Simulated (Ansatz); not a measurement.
```xyz
10

C     0.883    1.037   -0.338
Si   -0.316   -0.146    0.412
O     0.515   -1.517    0.731
S    -2.049   -0.526   -0.771
Cl   -1.108    0.644    2.140
H     1.721    1.199    0.343
H     0.399    1.994   -0.538
H     1.272    0.637   -1.277
H     0.018   -2.260    1.078
H    -1.335   -1.060   -1.779
```

The species carries charge 0 and has multiplicity 1.

Q: List the PBE0/def2-TZVPP orbital energies in eV (Ansatz). (Best estimate.)

A: Computed: Occupied: -2767.29, -2422.45, -1804.31, -523.11, -278.10, -259.15, -217.82, -197.42, -197.30, -197.30, -161.65, -161.57, -161.47, -146.40, -101.11, -101.08, -101.02, -28.61, -23.13, -20.71, -19.92, -15.76, -13.49, -12.07, -11.70, -11.52, -11.21, -10.92, -9.97, -9.46, -9.22, -8.79, -7.71. Lowest empty: 0.38, 0.76, 1.14, 1.43, 1.78, 2.38, 2.83, 3.05.
